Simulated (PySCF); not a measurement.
Computed vibrations of [Hg(H2O)3]2+

[Hg(H2O)3]2+ (singlet). PySCF 2.14.0, RKS PBE0, Hg def2-SVP with ECP60, O def2-SVP, H def2-SVP; non-relativistic Hamiltonian with scalar-relativistic core potentials where named; density fitting; no spin-orbit coupling. Central differences of gradients.

```xyz
10

Hg    0.0000    0.0000    0.0000
O     2.1924    0.0000    0.0000
H     2.7616    0.0000    0.7905
H     2.7616    0.0000   -0.7905
O    -1.0962    1.8987    0.0000
H    -1.3808    2.3916    0.7905
H    -1.3808    2.3916   -0.7905
O    -1.0962   -1.8987    0.0000
H    -1.3808   -2.3916    0.7905
H    -1.3808   -2.3916   -0.7905
```

Run from Python with OMP_NUM_THREADS=2. Where DIIS fails, smearing, a level shift and second-order steps follow.
It took 66 s on 2 threads of AMD EPYC 7R43 64-Core Processor (Zen 3), with other jobs on the host.

Question: What are the harmonic wavenumbers and infrared intensities?

Answer: Modes are labelled in D3h; negative numbers are unstable modes, those under 60 cm⁻¹ near the noise; a finer grid moves soft modes by up to 10 cm⁻¹.
```
cm⁻¹  km/mol  symmetry
-150       –      a1''
 -98       –       e''
 -98       –       e''
 -26       –        e'
 -26       –        e'
  28     0.0       a2'
  85    24.4      a2''
 176   444.1        e'
 176   444.1        e'
 376    59.4        e'
 376    59.4        e'
 397     0.0       a1'
 641     0.0       e''
 641     0.0       e''
 672   188.3      a2''
1612    69.3        e'
1612    69.3        e'
1621     0.0       a1'
3729   569.7        e'
3729   569.7        e'
3743     0.0       a1'
3820     0.0       e''
3820     0.0       e''
3823  1135.1      a2''
```

Question: Is this a minimum?

Answer: No: 5 unstable; the lowest moves the atoms so:
```
Hg   0.00  0.00  0.00
O    0.00  0.00  0.00
H    0.00 -0.41  0.00
H    0.00  0.41  0.00
O    0.00  0.00  0.00
H    0.35  0.20  0.00
H   -0.35 -0.20  0.00
O    0.00  0.00  0.00
H   -0.35  0.20  0.00
H    0.35 -0.20  0.00
```
